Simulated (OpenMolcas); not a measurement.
# Sb4+: CASPT2 settings compared

* Program: OpenMolcas 26.06
* Basis: ANO-R1 [6s5p3d1f]
* Scalar Hamiltonian: X2C, finite nucleus
* Active space: 1 electron in 4 orbitals (5s 5p)
* State averaging: 2S+1 = 2 even, 1 root; 2S+1 = 2 odd, 3 roots
* Spin-orbit coupling: RASSI with atomic mean-field integrals over the reference wave functions, term energies averaged over their components

Methods on the same reference wave functions:
A. CASSCF
B. SS-CASPT2, IPEA 0.35 Eh, real shift 0.5 Eh (closed shells correlated: 4s 4p 4d)
C. SS-CASPT2, IPEA 0.3 Eh, sigma2 regulariser 0.5 Eh (closed shells correlated: 4d)
D. SS-CASPT2, IPEA 0.2 Eh, no level shift (closed shells correlated: 4s 4p 4d)

Energies in cm-1 above 5s 2S 1/2, the measured ground level; measured values from Moore, Atomic Energy Levels, vol. III, NSRDS-NBS 35 (1971 reprint of NBS Circular 467, 1958).

| Level | A | B | C | D | Measured |
| --- | --- | --- | --- | --- | --- |
| 5s 2S 1/2 | 0.0 | 0.0 | 0.0 | 0.0 | 0.0 |
| 5p 2P* 1/2 | 75836 | 77326 | 77057 | 77325 | 81566 |
| 5p 2P* 3/2 | 84439 | 85929 | 85661 | 85928 | 90553 |

Deviations, from unrounded energies. A percentage is the sum of absolute deviations over the sum of measured energies, with the sign that they share, or ± where signs differ.

```csv
Against measurement,Levels,A,B,C,D
mean absolute deviation (cm-1),2,5900,4400,4700,4400
other configurations (%),2,-6.9,-5.2,-5.5,-5.2
```

B, D lie about equally close to measurement and A furthest from it. The largest miss of B in the table is 5p 2P* 3/2, by -4600 cm-1. The ranking rests on the paired levels alone, and a cruder setting can come out closer through cancelling errors.

Among B to D the level of the table that moves most is 5p 2P* 1/2, by 270 cm-1 (lowest in C, highest in B).

The lowest spin-free term lies below A's lowest term by 0.350 hartree in B, 0.290 hartree in C, 0.352 hartree in D.

The basis is small and was not contracted for so high a charge. With one active electron the reference holds no correlation, so core polarisation is missing (holds for A). With one active electron, CASPT2 adds the correlation within the correlated inactive shells and between them and that electron, and leaves the splitting within a term as the reference gives it (holds for B; C; D). Computed and measured levels are paired by configuration, term and J; levels that our copy of the source lacks, or whose pairing is in doubt (as where it misses far off the trend of its configuration), stay unpaired and out of the deviations. Only configurations of the active space appear.

* marks odd parity.
